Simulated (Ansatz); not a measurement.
Calculated with Ansatz (gas phase, PBE0-D4/def2-TZVP geometries, no zero-point term in ΔE). CBS: MP2 limit from def2 TZ/QZ plus the TZ coupled-cluster correction, frozen cores. DFT in def2-TZVPP. B3LYP here is the variant with VWN-RPA as its local correlation; programs differ in this. Each species was taken in one conformer, which may not be the lowest.

Consider the ligand exchange at the Si–C bond: `CNC(=O)[SiH2]Cl` + `C[SiH2]N` → `C[SiH2]N[SiH2]Cl` + `CNC=O`.

`CNC(=O)[SiH2]Cl`:

```xyz
12

C     0.547    1.230   -1.577
N     0.436    0.177   -0.596
C    -0.498    0.173    0.372
O    -1.344    1.040    0.532
Si   -0.574   -1.256    1.627
Cl    0.907   -2.652    1.246
H     0.418    0.838   -2.589
H    -0.238    1.956   -1.374
H     1.518    1.727   -1.511
H     1.080   -0.596   -0.624
H    -0.363   -0.711    2.984
H    -1.887   -1.925    1.508
```

`C[SiH2]N`:

Z-matrix (Å, degrees):
```
C
Si 1 1.871
H 1 1.093 2 111.2
H 1 1.094 2 110.5 3 119.8
H 1 1.093 2 111.2 3 -120.4
N 2 1.720 1 116.4 3 60.2
H 2 1.489 1 108.4 3 -179.4
H 2 1.489 1 108.4 3 -60.3
H 6 1.007 2 120.7 1 73.7
H 6 1.007 2 120.7 1 -73.5
```

`C[SiH2]N[SiH2]Cl`:

Z-matrix (Å, degrees):
```
C
Si 1 1.863
H 1 1.093 2 111.1
H 1 1.094 2 110.7 3 -119.8
H 1 1.093 2 110.6 3 120.0
N 2 1.739 1 113.1 3 -61.0
H 2 1.489 1 109.5 3 60.3
H 2 1.486 1 110.3 3 -179.0
Si 6 1.705 2 127.1 1 -95.3
H 6 1.011 2 116.0 1 69.3
Cl 9 2.070 6 113.1 2 78.8
H 9 1.480 6 109.7 2 -163.1
H 9 1.477 6 109.3 2 -38.8
```

`CNC=O`:

```xyz
9

C    -0.890   -0.386    0.552
N    -0.060    0.503   -0.221
C     1.203    0.195   -0.587
O     1.781   -0.833   -0.319
H    -1.193    0.076    1.495
H    -1.785   -0.678   -0.003
H    -0.303   -1.277    0.769
H    -0.426    1.393   -0.511
H     1.673    1.006   -1.176
```

Problem. Is it downhill or uphill in electronic energy at CCSD(T)/CBS, and by how much? (An estimate is asked.)

Solution. The calculation gave: Downhill: ΔE = -82.4 kJ/mol.

Problem. What do these levels give: PBE-D4, r2SCAN-D4, B3LYP-D4, ωB97X-V, ωB97M-V, PBE, PBE0, B3LYP, HF/def2-QZVPP, MP2/def2-QZVPP, SCS-MP2/def2-QZVPP, HF/CBS(def2)? (An estimate is asked.)

Solution. Computed: PBE-D4 -70.5, r2SCAN-D4 -78.6, B3LYP-D4 -81.0, ωB97X-V -81.9, ωB97M-V -82.4, PBE -69.0, PBE0 -77.2, B3LYP -78.7, HF/def2-QZVPP -99.1, MP2/def2-QZVPP -85.9, SCS-MP2/def2-QZVPP -87.0, HF/CBS(def2) -99.2 kJ/mol.

Largest T1 diagnostic among the species: 0.015.

From PBE to PBE0 (25 % exact exchange), in def2-TZVPP and without D4, ΔE moves by −8.2 kJ/mol. In def2-TZVPP, CCSD(T) changes the Hartree–Fock value by +14.2 kJ/mol (the triples alone add +3.1 kJ/mol) and MP2 by +11.6 kJ/mol.
